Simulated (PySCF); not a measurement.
Si(Cl)(F)2(SiH3) (ClF₂H₃Si₂), SMILES F[Si](F)([SiH3])Cl.

Geometry optimised at PBE-D3(BJ)/def2-SVP.

Two levels are set side by side: TDA-PBE/def2-SVPD (PySCF) and TDA-CAM-B3LYP/def2-SVPD (PySCF). Vertical, same geometry. The lowest singlet is HOMO→LUMO 85 % with PBE and HOMO→LUMO+1 92 % with the other functional; states are paired by order. Differences are taken from unrounded values.

```csv
quantity,TDA-CAM-B3LYP
lowest singlet excitation (eV),7.62
lowest triplet excitation (TDA) (eV),6.60
first bright state (f over 0.05) (eV),7.78
its oscillator strength,0.14
```

**Question.** What does TDA-PBE give, and how far is it from TDA-CAM-B3LYP? (Estimate from the structure and the level; the computed values follow.)

**Answer.** 
```
quantity                               TDA-PBE  TDA-PBE minus TDA-CAM-B3LYP
-------------------------------------  -------  ---------------------------
lowest singlet excitation (eV)            6.84                        -0.77
lowest triplet excitation (TDA) (eV)      6.09                        -0.52
first bright state (f over 0.05) (eV)     7.21                        -0.58
its oscillator strength                   0.14                         0.00
```

Functionals without exact exchange tend to place singlet excitations lower, as here. Differences between two approximate levels are no errors against the true value.

Rough cost on one machine, each run with all the roots and properties that it gave: TDA-CAM-B3LYP against TDA-PBE about 3 times.
